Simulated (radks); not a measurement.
The numbers below are computed, except where a source is named.
Ne2+, 8 electrons, occupied as [He] 2p4 3p2 (not the ground configuration).

Code: a radial shooting solver on a logarithmic mesh with Libxc functionals. Model: scalar-relativistic Kohn-Sham, LDA (Slater exchange, Perdew-Wang correlation), spin-polarised, spherical densities, finite nucleus; open shells are filled with parallel spins first; Fermi nuclear charge, rms radius 3.0055 fm.

Energy parts (hartree):
| part | energy |
|---|---|
| total | -120.63214 |
| kinetic | 120.54435 |
| electron-nucleus | -274.51134 |
| Hartree | 42.83283 |
| exchange-correlation | -9.49798 |

Orbitals (lengths in bohr, moments of r in powers of bohr; r(90%) holds 90 % of the orbital's charge):
| orbital | occ. | eigenvalue (hartree) | r(90%) | <r^4> | <1/r> |
|---|---|---|---|---|---|
| 1s up | 1 | -33.65909 | 0.284 | 0.002985 | 9.593 |
| 1s down | 1 | -33.54618 | 0.283 | 0.002942 | 9.615 |
| 2p up | 3 | -3.10456 | 1.20 | 0.8786 | 1.793 |
| 2p down | 1 | -2.84099 | 1.23 | 0.9771 | 1.760 |
| 3p up | 2 | -0.74589 | 3.68 | 76.59 | 0.5524 |
| 3p down | 0 | -0.62678 | 3.96 | 102.2 | 0.5238 |

The highest occupied level is 3p up at -20.297 eV. The spin density at the nucleus is -1.339 e/bohr^3 (1s -1.339). Spin moment in Bohr magnetons: 4. Summed over all electrons, <r^2> = 16.68 bohr^2, which gives a Langevin (diamagnetic) susceptibility term of -13.2 x 10^-6 cm^3/mol. The density falls to 0.001 e/bohr^3 at r = 3.98 bohr.
